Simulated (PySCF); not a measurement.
# Radial density of Si²⁺ (silicon, charge +2)

UHF, [Ne] 3p2, high-spin 3P determinant (an excited configuration). Calculation: PySCF 2.14, in x2c-TZVPPall (5s5p3d1f, 42 functions); scalar relativity by spin-free X2C-1e.

| r (bohr) | 4πr²ρ (e/bohr) | 4πr²(ρα − ρβ) |
| --- | --- | --- |
| 0.00205 | 0.09859 | 0.0000 |
| 0.00344 | 0.2645 | 0.0000 |
| 0.00579 | 0.6787 | 0.0000 |
| 0.00975 | 1.683 | -0.0001 |
| 0.0164 | 3.885 | -0.0001 |
| 0.0276 | 7.952 | 0.0002 |
| 0.0464 | 13.23 | 0.0030 |
| 0.0780 | 15.80 | 0.0171 |
| 0.131 | 12.13 | 0.0688 |
| 0.221 | 9.963 | 0.1754 |
| 0.371 | 14.13 | 0.2022 |
| 0.624 | 9.890 | 0.0044 |
| 1.05 | 2.088 | 0.2654 |
| 1.77 | 1.066 | 1.0224 |
| 2.97 | 0.5238 | 0.5237 |
| 5.00 | 0.02021 | 0.0202 |
| 8.41 | 8.892e-05 | 0.0001 |

Densities and radii are taken from the X2C orbitals without a picture-change correction, which distorts them close to the nucleus.
